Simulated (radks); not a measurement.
Values are calculated unless marked as measured or tabulated.
All-electron atom: Ag in [Kr] 4d10 5s1. Code: a radial shooting solver on a logarithmic mesh with Libxc functionals. Model: scalar-relativistic Kohn-Sham, LDA (Slater exchange, Perdew-Wang correlation), spin-polarised, spherical densities, finite nucleus; open shells are filled with parallel spins first (spin-orbit coupling, left out, can overturn this in heavy ions); Fermi nuclear charge, rms radius 4.5454 fm.

Unscreened Slater integrals over Kohn-Sham orbitals (eV). They are taken over the spin-up orbitals.

integral     value
F0(5s,5s)   7.9698
F0(5s,4d)   9.8953
G2(5s,4d)   1.6735
F0(5s,4p)   10.277
G1(5s,4p)  0.51367
F0(5s,4s)   10.345
G0(5s,4s)  0.33131
F0(4d,4d)   17.498
F2(4d,4d)   8.4367
F4(4d,4d)   5.4354
F0(4d,4p)   20.254
F2(4d,4p)   9.6714
G1(4d,4p)   12.075
G3(4d,4p)   7.3220
F0(4d,4s)   20.889
G2(4d,4s)   8.7675
F0(4p,4p)   24.487
F2(4p,4p)   12.777
F0(4p,4s)   25.577
G1(4p,4s)   17.301
F0(4s,4s)   26.840
